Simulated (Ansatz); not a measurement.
Gas-phase electronic energies from Ansatz, PBE0-D4/def2-TZVP geometries. CCSD(T)/CBS adds triple-zeta CCSD(T) − MP2 to the extrapolated MP2 energy (def2 sets, frozen cores). This one scheme is used for every species. DFT in def2-TZVPP. Each species was taken in one conformer, which may not be the lowest.

`NB(N)Cl` + `O=C([SiH3])S` → `NB(S)Cl` + `NC(=O)[SiH3]`  (redistribution)

```csv
level,ΔE (eV)
PBE0-D4,-0.03
PBE,0.01
CAM-B3LYP,0.02
HF/CBS(def2),-0.01
```

(1) What does CCSD(T)/CBS give? (Best estimate.)

(2) What do rigid-rotor, harmonic-oscillator terms from PBE0-D4/def2-TZVP frequencies (298.15 K, 1 bar) make of the CCSD(T)/CBS value? (Estimate.)

Largest T1 diagnostic among the species: 0.017.

Answers

(1) Ansatz gave: +0.05 eV. The listed levels differ from it by -0.08, -0.04, -0.03, -0.06 eV.

(2) Computed: ΔZPE = +0.02 eV, ΔH = +0.07 eV, ΔS = 1 J/(mol·K), ΔG = +0.07 eV.

From PBE to PBE0 (25 % exact exchange), in def2-TZVPP and without D4, ΔE moves by −0.04 eV. At CCSD(T), def2-SVP lies −0.09 eV from the extrapolated value and def2-TZVPP −0.01 eV. Leaving LDA and LC-ωPBE aside and taking each functional with its dispersion term where it has one, the values, not all of them listed here, spread over 0.11 eV, from ωB97X-V to BLYP-D4. LDA lies −0.04 eV from PBE without D4.
